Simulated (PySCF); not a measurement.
Cd(SMe)(SiH3) (CH₆CdSSi), SMILES C[S][Cd][SiH3].

Geometry optimised at B3LYP-D3(BJ)/def2-SVP. The structure was generated by enumeration; whether it is a known compound was not checked. The def2 effective core potentials stand for the cores of Cd; spin–orbit coupling is left out. Other conformers were not sampled.

Two levels are set side by side: PBE/def2-TZVP (PySCF) and HF/def2-TZVP (PySCF). Same geometry, gas phase. Differences are taken from unrounded values.

| quantity | HF |
|---|---|
| orbital gap (eV) | 10.21 |
| highest occupied level (eV) | -9.01 |
| lowest empty level (eV) | 1.20 |
| dipole moment (D) | 1.74 |
| mean polarisability (bohr³) | 92.3 |

### Question
What does PBE give, and how far is it from HF? (Estimate from the structure and the level; the computed values follow.)

### Answer

```tsv
quantity	PBE	PBE minus HF
orbital gap (eV)	3.36	-6.85
highest occupied level (eV)	-5.28	3.73
lowest empty level (eV)	-1.93	-3.12
dipole moment (D)	1.50	-0.24
mean polarisability (bohr³)	105.8	13.5
```

PBE's occupied levels lie high since its potential decays too fast outside the molecule; exact exchange lowers them and widens the gap. PBE's more diffuse valence density responds more strongly to a field. Differences between two approximate levels are no errors against the true value.

Rough cost on one machine, each run with all the roots and properties that it gave: HF against PBE about 1/3.
